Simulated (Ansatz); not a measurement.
Sn9H16⁺, a cluster cut from cubic tin. Charge 1, multiplicity 2. Geometry PBE-D4/def2-SVP.

```xyz
25

Sn   -2.0563   -2.5707   -0.6057
Sn   -2.4719    2.1118    1.0902
Sn    0.7479   -1.3086    2.4126
Sn    2.3308   -1.8247   -1.5620
Sn    1.8961    2.8539    0.1400
Sn   -1.9438   -0.6358    1.4777
Sn   -0.2742   -1.7472   -2.6201
Sn   -0.7225    3.2021   -0.8213
Sn    2.4673    0.1134    0.5168
H    -3.7142   -2.6276   -1.0948
H    -1.5875   -4.0645    0.1258
H    -4.1256    2.1770    0.5845
H    -2.2985    2.8335    2.6511
H     0.9977   -3.0158    2.2275
H     1.0352   -0.8779    4.0672
H     2.6971   -3.3362   -0.8087
H     3.5729   -1.3879   -2.6834
H     2.1504    3.5887    1.6836
H     3.0906    3.4036   -0.9851
H    -2.6145   -1.1516    3.0107
H    -0.4035   -2.7662   -4.0068
H    -0.6434   -0.1091   -3.0359
H    -1.0614    4.8758   -1.0717
H    -0.8948    2.3223   -2.2997
H     3.8262   -0.0582    1.6075
```

In the def2 sets Sn takes a core potential; there is no spin–orbit coupling. Single mean-field runs in def2-TZVP are fitted with def2-universal-jkfit.

(1) Estimate the α-spin orbital energies around the gap (eV) in Ansatz with PBE-D4/def2-TZVP, PBE0-D4/def2-TZVP.

Answers

(1) 
```csv
orbital,PBE-D4/def2-TZVP,PBE0-D4/def2-TZVP
HOMO−5,-9.89,-10.86
HOMO−4,-9.85,-10.83
HOMO−3,-9.58,-10.46
HOMO−2,-9.52,-10.42
HOMO−1,-9.50,-10.38
HOMO,-9.11,-10.01
LUMO,-5.72,-4.99
LUMO+1,-5.63,-4.91
LUMO+2,-5.56,-4.86
LUMO+3,-5.18,-4.43
LUMO+4,-5.06,-4.42
LUMO+5,-4.96,-4.24
β HOMO,-9.44,-10.26
β LUMO,-8.67,-8.17
```
